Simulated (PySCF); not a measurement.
Sn(H)(Cl)2(OMe) (CH4Cl2OSn), SMILES C[O][SnH]([Cl])[Cl].

Geometry optimised at B3LYP-D3(BJ)/def2-SVP. The def2 effective core potentials stand for the cores of Sn; spin–orbit coupling is left out. The values are those of a single conformer.

The numbers are results of PySCF with ωB97X/def2-TZVP, not measurements.

Symmetry labels are those of the subgroup Cs that the program uses (full group Cs).

Computed valence orbital energies around the gap with their symmetry:
```tsv
orbital	symmetry	energy (eV)
HOMO−7	A'	-13.36
HOMO−6	A"	-13.25
HOMO−5	A'	-12.25
HOMO−4	A"	-11.89
HOMO−3	A'	-11.83
HOMO−2	A"	-11.69
HOMO−1	A'	-11.22
HOMO	A"	-10.83
LUMO	A'	-0.09
LUMO+1	A'	1.53
LUMO+2	A"	1.54
LUMO+3	A'	3.15
```
